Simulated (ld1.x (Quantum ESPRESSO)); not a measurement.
# What the settings do to the TM potential of Cr (Z = 24)

Base potential:

* Element: chromium (Cr)
* Generator: ld1.x (Quantum ESPRESSO) 7.5
* Type: norm-conserving Troullier–Martins (Kleinman–Bylander form)
* Functional: PBEsol
* Relativity: fully relativistic
* Frozen core: [Ar]
* Valence charge: 6
* Reference configuration: 3d4 4s0 4p0 (charge +2)
* Partial waves: 4s (bound, empty): rc 2.50 bohr; 4p (bound, empty): rc 2.30 bohr; 3d (bound): rc 1.30 bohr
* Local potential: the d channel
* Core correction: Bessel-smoothed model core, default radius (core density twice the valence density)

Open shells are filled in proportion to 2j + 1 (rel_dist='average').

Cutoffs, loose and tight: the cutoffs (Ry, on a coarse ladder) from which the occupation-weighted sum of valence levels, in a spherical-Bessel basis at the reference potential, stays within 10 and 1 mRy of its value at 400 Ry. They do not see the model core or the augmentation charge, which bear on the density cutoff. Test errors are all-electron minus pseudo excitation energies from the reference, over the configurations 3d5 4s1 4p0; 3d5 4s0 4p0; 3d3 4s0 4p0; 3d5 4s0.5 4p0; 3d4 4s1 4p0; 3d2 4s0 4p0; 3d5 4s0 4p1. A dash means not determined; rows that change the core or the reference have their own tests. The largest error is taken over the tests solved by every variant that gives reliable tests at all: 3d2 4s0 4p0; 3d3 4s0 4p0; 3d4 4s1 4p0; 3d5 4s0 4p0; 3d5 4s0 4p1; 3d5 4s0.5 4p0.

A true bound ghost makes a file unfit for plane-wave use even where its test errors are small: the radial tests pick states by their node count and pass the ghost by. Where a test does run into it, the solver fails or the error is huge.

Cutoffs are not given where the Bessel-basis levels miss the radial ones by over 6 mRy, ghosts where they miss by over 20 mRy; a channel whose overlap is not positive is not tested.

The default core radius of the base comes out at 1.26 bohr.

```tsv
change	outcome	cutoff, loose	cutoff, tight	bound ghosts	largest test error (meV)
base	generated	120 Ry	140 Ry	s, p1/2, p3/2	-2124
reference 3d4.5 4s0 4p0	generated	120 Ry	140 Ry	s, p1/2, p3/2	-2889
wave 4p (bound): rc 2.30 bohr becomes 4p (bound): rc 2.98 bohr	generated	120 Ry	140 Ry	s, p3/2, p1/2	-2124
wave 3d (bound): rc 1.30 bohr becomes 3d (bound): rc 0.86 bohr	generated	230 Ry	260 Ry	s, p1/2, p3/2	-2215
core correction Bessel-smoothed model core inside 0.76 bohr	generated	120 Ry	140 Ry	s, p1/2, p3/2	-2112
core [Ne], valence charge 14; reference 3s2 3p6 3d5 4s0.5 4p0; waves now 3s (bound): rc 1.55 bohr; 3p (bound): rc 1.05 bohr; 3d (bound): rc 1.10 bohr; local potential all-electron potential smoothed inside 1.50 bohr (lloc = -1); core correction none	generated, misses its reference levels by 0.24 eV	–	–	none	-403
wave 4s (bound): rc 2.50 bohr becomes 4s (bound): rc 3.62 bohr	generated	120 Ry	140 Ry	s, p1/2, p3/2	-2124
type ultrasoft; waves now 4s (bound): rcut 2.15, rcutus 2.50 bohr; 4s channel at 0.4 Ry: rcut 2.15, rcutus 2.50 bohr; 4p (bound): rcut 2.00, rcutus 2.30 bohr; 4p channel at 1.8 Ry: rcut 2.00, rcutus 2.30 bohr; 3d (bound): rcut 1.15, rcutus 1.30 bohr; 3d channel at -1.3 Ry: rcut 1.15, rcutus 1.30 bohr; local potential all-electron potential smoothed inside 1.95 bohr (lloc = -1); augmentation built from norm-conserving waves at rcut, not smoothed further	generated	60 Ry	100 Ry	none	test run stopped at test 1 of 7 (negative rho)
scalar-relativistic	generated	120 Ry	140 Ry	s, p	-2125
all radii but the core radius scaled by about 1.21 (s 3.02, p 2.78, d 1.58 bohr)	generated	90 Ry	110 Ry	s, p3/2, p1/2	-1949
functional LDA (PZ)	generated	120 Ry	140 Ry	s, p1/2, p3/2	-2088
all radii but the core radius scaled by about 0.90 (s 2.26, p 2.08, d 1.18 bohr)	generated	140 Ry	160 Ry	s, p1/2, p3/2	-2170
wave 3d (bound): rc 1.30 bohr becomes 3d (bound): rc 1.58 bohr	generated	90 Ry	110 Ry	s, p3/2, p1/2	-1949
```
